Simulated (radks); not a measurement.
Species: neutral argon. Configuration: [Ar] (the NIST ground configuration). All-electron calculation, non-relativistic Kohn-Sham, Slater X-alpha with alpha = 0.78, spin-polarised, spherical densities, point nucleus. Program: a radial shooting solver on a logarithmic mesh with Libxc functionals.

Radial electron density D(r) = 4 pi r^2 rho(r):

r (bohr),D(r) (e/bohr)
0.005123,1.053
0.005776,1.308
0.006512,1.619
0.007343,1.998
0.008279,2.456
0.009334,3.005
0.01061,3.708
0.01196,4.491
0.01349,5.405
0.01521,6.460
0.01715,7.661
0.01933,9.007
0.0218,10.48
0.02477,12.18
0.02793,13.83
0.03149,15.50
0.03551,17.09
0.04003,18.53
0.04514,19.70
0.05089,20.51
0.05784,20.89
0.06522,20.73
0.07353,20.09
0.08291,19.04
0.09348,17.74
0.1054,16.43
0.1188,15.35
0.1351,14.74
0.1523,14.86
0.1717,15.69
0.1936,17.10
0.2183,18.76
0.2461,20.25
0.2775,21.11
0.3154,20.91
0.3556,19.51
0.4009,17.05
0.452,13.90
0.5096,10.62
0.5746,7.758
0.6479,5.741
0.7364,4.695
0.8302,4.609
0.9361,5.036
1.055,5.558
1.19,5.832
1.342,5.676
1.513,5.090
1.719,4.141
1.939,3.141
2.186,2.201
2.464,1.424
2.779,0.8496
3.133,0.4652
3.532,0.2325
4.015,0.09941
4.527,0.04005
5.104,0.01430
5.754,0.004466

D(r) has 3 maxima, at r = 0.0592, 0.291, 1.21 bohr, and minima at 0.141, 0.791 bohr, inside which lie 2.17, 10.36 electrons.
